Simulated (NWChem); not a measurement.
# CH3IZn; SMILES [CH3][Zn][I]

Computed with NWChem. B3LYP is NWChem's, with the RPA form of VWN correlation. The level has its own optimisation; frequencies are unscaled.

**Question.** What does the run give for B3LYP/3-21G (all-electron, non-relativistic)? Quantities: r I–Zn (Å); r C–Zn (Å); r C–H (Å); highest harmonic frequency (cm⁻¹); lowest (cm⁻¹); zero-point energy (kcal/mol).

**Answer.** 
```json
{
 "r I–Zn (Å)": "2.569",
 "r C–Zn (Å)": "1.824",
 "r C–H (Å)": "1.095",
 "highest harmonic frequency (cm⁻¹)": "3123",
 "lowest (cm⁻¹)": "38",
 "zero-point energy (kcal/mol)": "23.1"
}
```
